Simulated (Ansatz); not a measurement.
Basis-set extrapolation for C3H5FOSi (PBE0-D4/def2-TZVP geometry, frozen core, Ansatz 0.2.0). Multiplicity 1, RHF reference.

```
                      def2-TZVPP   def2-QZVPP
                 HF  -579.834693  -579.856552
    MP2 correlation    -1.073140    -1.155283
CCSD(T) correlation    -1.152575      not run
```

Energies in hartree. Use E(X) = E(∞) + A·exp(−7.88·√X) for Hartree–Fock and E(X) = E(∞) + B·X^(−2.97) for correlation, with X = 3 and 4, and add CCSD(T) minus MP2 of the smaller set to the MP2 limit.

What is the CCSD(T) energy at the basis-set limit?

HF limit: -579.856552 + (-0.021859) × 0.13774 = -579.85956. MP2 limit: -1.155283 + (-0.082143) × 0.74074 = -1.21613. Higher-order term: -1.152575 − (-1.073140) = -0.07943. Total: -581.15512 hartree, 440.7 kJ/mol below CCSD(T)/def2-TZVPP.
